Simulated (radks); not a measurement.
The mean radii <r> (bohr) of the occupied orbitals of an atom or ion are listed with their occupations. All-electron calculation, scalar-relativistic Kohn-Sham, BLYP, spin-polarised, spherical densities, finite nucleus; Fermi nuclear charge, rms radius of each element as measured or else 0.836 A^(1/3) + 0.57 fm. Program: a radial shooting solver on a logarithmic mesh with Libxc functionals.

| orbital | occ. | <r> |
|---|---|---|
| 1s up | 1 | 0.4193 |
| 1s down | 1 | 0.4202 |
| 2s up | 1 | 2.240 |

Name the element and its charge. Open shells, if any, are filled with parallel spins first.

Answer. Z = 4, beryllium, charge +1: Be+ in [He] 2s1. The 1s radius gives Z: for a bare nucleus <r> = (2 gamma + 1)/(2Z) with gamma = sqrt(1 - (Z/c)^2), 0.3749 bohr for Z = 4, and screening makes it slightly larger (0.4193 here). The occupations add up to 3, and the charge is Z minus that.
